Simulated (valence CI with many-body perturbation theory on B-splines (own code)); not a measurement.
**Hyperfine factors and g values of Pm54+**

Calculated by relativistic CI+MBPT: five valence electrons over a frozen Dirac-Fock core [He], radial functions for each j: 9 s, 9 p, 8 d, 6 f, 3 g, 1 h, with the one-electron correlation potential Σ1 (screened to all orders), the two-electron term Σ2, the three-electron term Σ3, Breit, model QED; selected single and double excitations, second order for the rest (own B-spline code, finite nucleus).

The last digits are not significant, and no measured levels were compared; by estimate large intervals hold to a few tenths of a per cent, small ones and those within an open d or f shell to about a per cent. Among the levels kept, up to 1200 cm⁻¹ of a level comes from second order outside the variational space, and about a tenth of that is noise between levels of different J, which matters for small intervals.

A/g_I is the dipole constant over the nuclear g factor μ/I (μ in nuclear magnetons, uniformly magnetised nucleus), B/Q the quadrupole constant per barn. Both hold the static response of the core; the bare values leave it out. Large factors of s and p1/2 electrons are usually good to 5 to 10 %; those of open d and f shells near neutrality can be off by tens of per cent, and small factors of p3/2, d and f electrons come from cancelling terms and can be off by a factor of two or in sign, in half-filled shells by more. B is blank for J = 1/2, where it vanishes, and for nearly pure S terms. Energies count from the lowest level.

Levels are named by their leading jj configuration (3d3/2^4 stands for four electrons in 3d with j = 3/2), which in mixed levels can hold well under half, so a name can repeat and another be missing. Letters in brackets count levels of one name in rising energy.

```
                             Level  E (eV)      g  A/g_I (MHz)  A/g_I bare  B/Q (MHz/b)  B/Q bare
        (2s^2 2p1/2^2 2p3/2) J=3/2     0.0  1.338       430000      442000       813000    814000
        (2s^2 2p1/2 2p3/2^2) J=3/2   566.5  1.440      -109000      -92300        76400     76500
        (2s^2 2p1/2 2p3/2^2) J=5/2   588.1  1.175      1000000     1010000        -2990     -2990
        (2s^2 2p1/2 2p3/2^2) J=1/2   626.2  0.633      3230000     3210000                       
        (2s 2p1/2^2 2p3/2^2) J=5/2   825.4  1.465      2330000     2320000       173000    173000
        (2s 2p1/2^2 2p3/2^2) J=1/2   906.8  2.049      9850000     9740000                       
        (2s 2p1/2^2 2p3/2^2) J=3/2   908.3  1.186     -1440000    -1400000      -153000   -153000
              (2s^2 2p3/2^3) J=3/2  1194.1  1.287       455000      465000      -892000   -893000
      (2s 2p1/2 2p3/2^3) J=3/2 [a]  1414.1  1.576      2340000     2320000      -665000   -666000
          (2s 2p1/2 2p3/2^3) J=5/2  1450.3  1.284      2910000     2890000     -1030000  -1030000
          (2s 2p1/2 2p3/2^3) J=1/2  1496.1  1.385     -3520000    -3440000                       
      (2s 2p1/2 2p3/2^3) J=3/2 [b]  1506.4  1.035       139000      160000      -210000   -211000
           (2p1/2^2 2p3/2^3) J=3/2  1792.4  1.310       420000      441000      -848000   -849000
                (2s 2p3/2^4) J=1/2  2079.6  1.824      9930000     9800000                       
             (2p1/2 2p3/2^4) J=1/2  2382.9  0.633      3230000     3210000                       
           (2s^2 2p1/2^2 3s) J=1/2  5917.4  2.005      2830000     2800000                       
        (2s^2 2p1/2^2 3p1/2) J=1/2  5995.8  0.653       934000      929000                       
        (2s^2 2p1/2^2 3p3/2) J=3/2  6177.2  1.327       126000      130000       236000    237000
        (2s^2 2p1/2^2 3d3/2) J=3/2  6250.3  0.785        73100       73000        39300     39700
        (2s^2 2p1/2^2 3d5/2) J=5/2  6306.4  1.193        27000       27100        31900     32400
   (2s^2 2p1/2 2p3/2 3s) J=3/2 [a]  6492.8  1.663       681000      686000       539000    540000
       (2s^2 2p1/2 2p3/2 3s) J=1/2  6501.0  1.299     -1280000    -1240000                       
       (2s^2 2p1/2 2p3/2 3s) J=5/2  6511.1  1.322      1480000     1480000       774000    775000
   (2s^2 2p1/2 2p3/2 3s) J=3/2 [b]  6516.3  0.971       906000      915000       468000    469000
    (2s^2 2p1/2 2p3/2 3p1/2) J=1/2  6570.5  1.727      -647000     -621000                       
(2s^2 2p1/2 2p3/2 3p1/2) J=3/2 [a]  6576.4  1.137       677000      683000       163000    163000
    (2s^2 2p1/2 2p3/2 3p1/2) J=5/2  6589.2  1.063      1110000     1110000       766000    767000
(2s^2 2p1/2 2p3/2 3p1/2) J=3/2 [b]  6619.1  1.324       660000      670000       806000    807000
       (2s 2p1/2^2 2p3/2 3s) J=5/2  6711.5  1.584      2300000     2280000       855000    856000
   (2s 2p1/2^2 2p3/2 3s) J=3/2 [a]  6736.4  1.451      2810000     2790000       390000    391000
(2s^2 2p1/2 2p3/2 3p3/2) J=1/2 [a]  6745.8  1.576      -900000     -882000                       
(2s^2 2p1/2 2p3/2 3p3/2) J=5/2 [a]  6750.6  1.442       371000      377000       779000    780000
(2s^2 2p1/2 2p3/2 3p3/2) J=3/2 [a]  6753.7  1.158       979000      979000      -533000   -534000
    (2s^2 2p1/2 2p3/2 3p3/2) J=7/2  6760.8  1.228       708000      712000      1020000   1020000
(2s^2 2p1/2 2p3/2 3p3/2) J=3/2 [b]  6774.3  1.397       128000      140000       297000    297000
(2s^2 2p1/2 2p3/2 3p3/2) J=5/2 [b]  6783.6  1.194       886000      888000       128000    128000
(2s^2 2p1/2 2p3/2 3p3/2) J=1/2 [b]  6786.2  0.712      -205000     -182000                       
(2s 2p1/2^2 2p3/2 3p1/2) J=3/2 [a]  6802.7  1.695      3140000     3120000       541000    542000
    (2s 2p1/2^2 2p3/2 3p1/2) J=5/2  6803.4  1.358      2320000     2300000       783000    784000
   (2s 2p1/2^2 2p3/2 3s) J=3/2 [b]  6805.3  1.382      -487000     -463000       530000    531000
```

Problem. Take the isotope of mass number 147, with I = 7/2, μ = 2.58 μN and Q = 0.74 b. What is the hyperfine structure of (2s 2p1/2^2 2p3/2^2) J=3/2?

Solution. From the table A = -1060000 MHz, B = -113000 MHz. Shifts from the centre of gravity in MHz: F = 2: 7090000, F = 3: 4000000, F = 4: -213000, F = 5: -5590000.
